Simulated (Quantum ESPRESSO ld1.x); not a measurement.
Task: These are the eigenvalues of the occupied orbitals of an atom or ion with whole-number occupations (hartree). Calculated with ld1.x of Quantum ESPRESSO 7.5: scalar-relativistic Kohn-Sham, LDA (Slater exchange, Perdew-Wang correlation), spin-polarised, spherical densities, point nucleus.

1s: -1875.30
2s: -339.497
2p: -306.208
3s: -101.633
3p: -91.3130
3d: -77.9083
4s: -43.9752
4p: -40.2006

Which element is it, and in what charge state? The configuration may be excited. Open shells, if any, are filled with parallel spins first.

Result: Z = 64, gadolinium, charge +28: Gd28+ in [Kr]. The list shows which subshells hold electrons but not how many an open one holds; the 1s level, -1875.3 hartree, gives Z - s = 61.2 by -(Z - s)^2/2, which with screening and relativity narrows Z to a few neighbours, and the depths of the outer levels then fix element, charge and occupations together.
